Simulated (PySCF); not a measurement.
Species: C8H9O (doublet state).
Atom-mapped SMILES: `[CH3:1][C:2](=[O:3])[C:4]1=[CH:5][CH2:6][CH:7]=[C:8][CH2:9]1` (hydrogens: H10, H11, H12 on C1; H13 on C5; H14, H15 on C6; H16 on C7; H17, H18 on C9)

Structure used (GFN2-xTB), in Å, numbered top down from 1:
```
atom  x, y, z in Å
C1    -2.610   -0.793   -0.029
C2    -1.732    0.227   -0.709
O3    -2.193    1.076   -1.442
C4    -0.274    0.145   -0.441
C5     0.535    1.025   -1.037
C6     2.013    1.097   -0.894
C7     2.532    0.015    0.044
C8     1.706   -0.816    0.599
C9     0.252   -0.931    0.496
H10   -3.647   -0.615   -0.305
H11   -2.507   -0.720    1.051
H12   -2.324   -1.797   -0.333
H13    0.085    1.762   -1.692
H14    2.486    0.989   -1.877
H15    2.299    2.084   -0.512
H16    3.599   -0.002    0.202
H17   -0.022   -1.922    0.117
H18   -0.206   -0.819    1.485
```

The hyperfine couplings belong to this conformer and change with its torsions.

Theory: PySCF 2.14.0, UKS B3LYP, pcH-1 on C H O, non-relativistic, mean-field spin-orbit, GIAO. Isolated species at its GFN2-xTB geometry (one conformer only). The geometry wasn't refined by DFT: couplings that depend on bond lengths, twists or pyramidal angles can differ widely from those at the functional's own minimum. The SCF solution wasn't tested for stability.

Question: Predict the first-order ENDOR lines of H16, H17/H18, H13 and H14/H15 under fast tumbling at B = 1217.8 mT (Q band).

Answer: For S = 1/2 in fast tumbling each set of equivalent nuclei gives two lines, ν± = |νn ± a/2| to first order, with νn = g_N μN B/h and μN/h = 7.62259 MHz/T.

```
 nuclei  isotope     g_N  νn (MHz)  a_iso (MHz)  lower line (MHz)  upper line (MHz)
    H16       1H  5.5857     51.85        86.59              8.56             95.15
H17/H18       1H  5.5857     51.85        19.50             42.10             61.60
    H13       1H  5.5857     51.85         9.76             46.97             56.73
H14/H15       1H  5.5857     51.85        -7.29             48.21             55.49
```

Question: Which pairs are centred on the nuclear Larmor frequency, and which on half the coupling?

Answer: Centred on νn, since |a| < 2νn: H16, H17/H18, H13 and H14/H15. No pair has |a| > 2νn.

Nuclei that the bonding pattern makes equivalent are averaged, as if the motion that swaps them (rotation, inversion, ring flip) were fast.

The largest Mulliken spin populations are on C8 (+1.00), C7 (-0.14) and C6 (+0.08). C8 is the only atom above +0.15.

On an Arm Neoverse V1 with one thread, shared host with 32 logical CPUs at a one-minute load of 40, this took 2.1 min wall (with the writing of density and orbital grids) and 0.98 GiB of memory at its peak.
